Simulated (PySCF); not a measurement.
hydrogen peroxide (H₂O₂), singlet, geometry from GFN2-xTB. Base run: B3LYP/6-31G** in PySCF.

Here is a job for PySCF.
```python
from pyscf import gto, scf, dft

mol = gto.M(
    atom='''
O    -0.023120    0.709965   -0.012564
O     0.023120   -0.709965    0.012564
H     0.913898    0.942485   -0.032627
H    -0.913898   -0.942485    0.032627
''',
    basis='6-31g**',
    charge=0,
    spin=0,
    verbose=4,
)

mf = dft.RKS(mol)
mf.xc = 'b3lyp'
mf.kernel()
mf.analyze()
```

Variants of this job, named by their change:

```
change                                           ΔE vs base (mEh)  fitting functions
-----------------------------------------------  ----------------  -----------------
base                                                        0.000                  -
auxbasis = cc-pvtz-jkfit                                   -0.036                218
auxbasis = even-tempered beta=2.0                          -0.058                298
only_dfj = on; auxbasis = def2-universal-jfit                   ?                  ?
auxbasis = def2-universal-jkfit                            -0.035                190
auxbasis = def2-svp-ri                                          ?                  ?
auxbasis = cc-pvtz-ri                                      -0.065                222
auxbasis = default (with mf = mf.density_fit())            -0.099                186
auxbasis = cc-pvqz-jkfit                                   -0.019                314
auxbasis = autoaux                                         -0.061                274
```

Question: Complete the blanks.

Answer: 
- only_dfj = on; auxbasis = def2-universal-jfit, ΔE vs base (mEh): -0.189
- only_dfj = on; auxbasis = def2-universal-jfit, fitting functions: 120
- auxbasis = def2-svp-ri, ΔE vs base (mEh): -10.680
- auxbasis = def2-svp-ri, fitting functions: 124

A fitting set is made for a task (jfit for Coulomb, jkfit for Coulomb and exchange, ri for correlation) and for a family of orbital bases.
